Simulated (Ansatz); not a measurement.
Relaxation of CH₈GaOSi (12 atoms, charge 0, multiplicity 2), to a largest force component of 0.03 eV/Å in at most 50 steps.

The calculation used Ansatz 0.2.0, UKS PBE/def2-SVP.

```xyz
12
Properties=species:S:1:pos:R:3
Ga -0.205 -0.141 -0.171
H 0.024 -0.079 1.389
O 1.269 -0.420 -1.192
H 2.085 -0.525 -0.672
C -1.849 0.040 -1.236
H -2.501 -0.843 -1.078
H -2.423 0.941 -0.942
H -1.587 0.104 -2.310
Si 0.368 -0.015 4.024
H -0.505 -1.241 4.108
H 1.375 -0.008 5.154
H -0.472 1.237 4.068
```

Where does it end, and by what steps?

The run converged. The force dipped under the threshold on the way, but the program's further checks kept it going. After 49 steps the energy has fallen by 0.635 eV; H11 moved furthest, 2.16 Å. Parted: Ga1–H2 (1.58 → 3.07 Å). Joined: H2–Si9 (2.66 → 1.51 Å).

| step | energy less start (eV) | largest force component (eV/Å) | accepted |
| --- | --- | --- | --- |
| 0 | 0.0000 | 0.277 | yes |
| 2 | -0.0104 | 0.082 | yes |
| 4 | -0.0242 | 0.166 | yes |
| 6 | -0.1099 | 0.635 | yes |
| 8 | -0.3579 | 0.264 | yes |
| 10 | -0.4912 | 0.263 | yes |
| 12 | -0.5272 | 0.061 | yes |
| 14 | -0.5346 | 0.047 | yes |
| 16 | -0.5382 | 0.108 | yes |
| 18 | -0.5506 | 0.118 | yes |
| 20 | -0.5576 | 0.109 | yes |
| 22 | -0.5619 | 0.190 | yes |
| 24 | -0.5648 | 0.151 | yes |
| 26 | -0.5690 | 0.025 | yes |
| 28 | -0.5730 | 0.112 | yes |
| 30 | -0.5770 | 0.123 | yes |
| 32 | -0.5791 | 0.085 | yes |
| 34 | -0.5832 | 0.222 | yes |
| 36 | -0.5980 | 0.098 | yes |
| 38 | -0.6172 | 0.177 | yes |
| 40 | -0.6254 | 0.305 | yes |
| 42 | -0.6301 | 0.070 | yes |
| 44 | -0.6325 | 0.069 | yes |
| 46 | -0.6339 | 0.048 | yes |
| 48 | -0.6345 | 0.052 | yes |
| 49 | -0.6348 | 0.029 | yes |

```xyz
12
Properties=species:S:1:pos:R:3
Ga 0.181 0.413 -0.751
H -0.446 0.998 2.194
O 0.906 -0.957 0.238
H 1.862 -0.861 0.404
C -1.785 0.119 -1.105
H -2.092 -0.776 -0.528
H -2.367 1.007 -0.791
H -1.936 -0.050 -2.189
Si 0.166 0.015 3.160
H -0.401 -1.356 2.944
H 1.662 0.022 3.011
H -0.171 0.476 4.555
```

Whether the end is a true minimum wasn't checked by a vibrational analysis.

Time of the run: 110 s on 4 threads of Arm Neoverse V1, with other jobs on the host, peak memory 0.21 GiB.
